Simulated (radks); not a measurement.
Results of a calculation; reference values are marked as such.
Problem. The mean radii <r> (bohr) of the occupied orbitals of an atom or ion are listed with their occupations. Level of theory: scalar-relativistic Kohn-Sham, BLYP, spin-polarised, spherical densities, finite nucleus; Fermi nuclear charge, rms radius of each element as measured or else 0.836 A^(1/3) + 0.57 fm (a radial shooting solver on a logarithmic mesh with Libxc functionals).

| orbital | occ. | <r> |
|---|---|---|
| 1s up | 1 | 0.07300 |
| 1s down | 1 | 0.07300 |
| 2s up | 1 | 0.3396 |
| 2s down | 1 | 0.3394 |
| 2p up | 3 | 0.3026 |
| 2p down | 3 | 0.3024 |
| 3s up | 1 | 0.9060 |

Name the element and its charge. Open shells, if any, are filled with parallel spins first.

Solution. Z = 21, scandium, charge +10: Sc10+ in [Ne] 3s1. The 1s radius gives Z: for a bare nucleus <r> = (2 gamma + 1)/(2Z) with gamma = sqrt(1 - (Z/c)^2), 0.07087 bohr for Z = 21, and screening makes it slightly larger (0.07300 here). The occupations add up to 11, and the charge is Z minus that.
